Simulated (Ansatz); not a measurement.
Geometry optimisation, RKS PBE0/def2-SVP in Ansatz 0.2.0.

Input:

```yaml
crystal:
  periodic: [false, false, false]
  atoms:
    - { symbol: C, position_ang: [-0.3971, 0.7605, -0.2039] }
    - { symbol: O, position_ang: [-0.8587, -0.1192, 0.7597] }
    - { symbol: As, position_ang: [0.2202, -1.6048, 0.6795] }
    - { symbol: H, position_ang: [-0.5698, 0.4213, -1.2383] }
    - { symbol: H, position_ang: [0.6283, 1.0662, -0.1159] }
    - { symbol: H, position_ang: [-1.0388, 1.7508, -0.0964] }
    - { symbol: H, position_ang: [1.5728, -0.7833, 1.0193] }
    - { symbol: H, position_ang: [0.5352, -1.5486, -0.8599] }
basis:
  gaussian: { orbitals: def2-SVP }
hamiltonian:
  xc: pbe0
relax:
  f_tol: 0.015
  max_steps: 40
```

Command:

```bash
$ ansatz run input.yaml --threads 1 --pin off --max-ram 2048MiB --backend cpu --events-out ev --progress --plain --runs-dir out
```

Q: Where does it end, and by what steps?

A: It converged. After 6 steps the energy has fallen by 0.370 eV; H8 moved furthest, 0.33 Å.

```tsv
step	energy less start (eV)	largest force component (eV/Å)	accepted
0	0.0000	3.065	yes
1	-0.3010	0.845	yes
2	-0.3413	0.477	yes
3	-0.3625	0.152	yes
4	-0.3689	0.087	yes
5	-0.3695	0.025	yes
6	-0.3696	0.009	yes
```

```xyz
8
Properties=species:S:1:pos:R:3
C -0.426 0.880 -0.216
O -0.777 -0.144 0.669
As 0.257 -1.602 0.777
H -0.405 0.535 -1.269
H 0.567 1.312 0.016
H -1.178 1.680 -0.130
H 1.618 -0.882 0.832
H 0.437 -1.835 -0.735
```

Whether the end is a true minimum wasn't checked by a vibrational analysis.

Run time: 26 s on 1 thread of Arm Neoverse V1, with other jobs on the host, peak memory 0.17 GiB.
